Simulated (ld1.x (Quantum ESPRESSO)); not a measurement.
# thallium, ultrasoft: configuration errors across variants

ld1.x (Quantum ESPRESSO) 7.5 input, shortened:

```
&input
   title='Tl', zed=81., rel=1, dft='PBESOL', iswitch=3,
   config='[Xe] 4f14 5d10 6s1.5 6p1.5'
 /
 &inputp
   pseudotype=3, tm=.true., lloc=-1, rcloc=1.00,
   nlcc=.false.,
   which_augfun='PSQ', rmatch_augfun_nc=.true.
 /
6
5S  1  0   2.00   0.00  1.15  1.25  0.0
6S  2  0   1.50   0.00  1.15  1.25  0.0
5P  2  1   6.00   0.00  1.70  2.00  0.0
6P  3  1   1.50   0.00  1.70  2.00  0.0
5D  3  2  10.00   0.00  1.15  1.25  0.0
5D  3  2   0.00   1.30  1.15  1.25  0.0
 &test
   configts(1)='5s2 5p6 5d10 6s1.5 6p1.5'
 /
```

All-electron excitation energies from the reference (eV): (1) 5s2 5p6 5d10 6s2 6p1 -3.672; (2) 5s2 5p6 5d10 6s2 6p0 1.475; (3) 5s2 5p6 5d10 6s1 6p0 22.318; (4) 5s2 5p6 5d10 6s1 6p2 3.777; (5) 5s2 5p6 5d10 6s2 6p0.5 -1.825; (6) 5s2 5p6 5d10 6s2 6p1.3 -4.163; (7) 5s2 5p6 5d9 6s2 6p2 11.027.

A true bound ghost makes a file unfit for plane-wave use even where its test errors are small: the radial tests pick states by their node count and pass the ghost by.

Errors AE − PS in meV (a dash: test not solved or not reliable):

| change | (1) | (2) | (3) | (4) | (5) | (6) | (7) | bound ghosts |
| --- | --- | --- | --- | --- | --- | --- | --- | --- |
| base | -0.1 | -7.0 | -15 | -1.2 | -2.2 | +0.4 | +11 | s |
| core correction a·sin(br)/r model core inside 0.54 bohr | -0.5 | -8.4 | -17 | -1.1 | -2.9 | +0.1 | +8.8 | s |
| core correction a·sin(br)/r model core inside 0.74 bohr | -0.4 | -8.0 | -17 | -1.1 | -2.7 | +0.3 | +9.4 | s |
| core correction a·sin(br)/r model core inside 0.86 bohr | -0.3 | -7.7 | -16 | -1.1 | -2.6 | +0.3 | +9.8 | s |
| core correction a·sin(br)/r model core inside 1.14 bohr | -0.2 | -7.2 | -16 | -1.2 | -2.3 | +0.4 | +9.1 | s |
| core correction a·sin(br)/r model core inside 1.28 bohr | -0.2 | -7.1 | -16 | -1.2 | -2.3 | +0.4 | +9.5 | s |
| core correction a·sin(br)/r model core inside 1.48 bohr | -0.2 | -7.0 | -16 | -1.2 | -2.3 | +0.4 | +10 | s |

(1) Give the same row for: core correction a·sin(br)/r model core inside 0.98 bohr.

Results:

(1) -0.2, -7.4, -16, -1.2, -2.4, +0.3, +9.4; bound ghosts: s.
